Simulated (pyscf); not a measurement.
PySCF, gas phase, ωB97X-D3(BJ)/def2-SVP geometries. MP2 and CC: frozen core, UHF for open shells. ΔMP2 is the change of the MP2 total energy from the triple- to the quadruple-zeta basis.

Question: •H₂C–CH(F)–Cl (SMILES [CH2]C(F)Cl) → F–CH₂–CH•–Cl (SMILES FC[CH]Cl)
Surface: doublet. Broken: C–F. Formed: C–F. Give ΔE‡ and ΔE from CCSD(T)/def2-TZVPP + ΔMP2(QZVPP), relative to the reactant's lowest minimum found.

Answer: ΔE‡ = 1.52 eV, ΔE = -0.04 eV. Zero-point energy shifts the barrier by -0.02 eV. It is a group migration, with an imaginary mode of 320i cm⁻¹. •H₂C–CH(F)–Cl lies 0.26 eV over its isomer H₃C–C•(F)–Cl (electronic energy, ωB97M-D3(BJ)). F–CH₂–CH•–Cl lies 0.22 eV over its isomer H₃C–C•(F)–Cl (electronic energy, ωB97M-D3(BJ)). One saddle was located; it need not be the lowest between these sides. The CCSD(T) − MP2 part came from Ansatz, without density fitting, on the same reference.
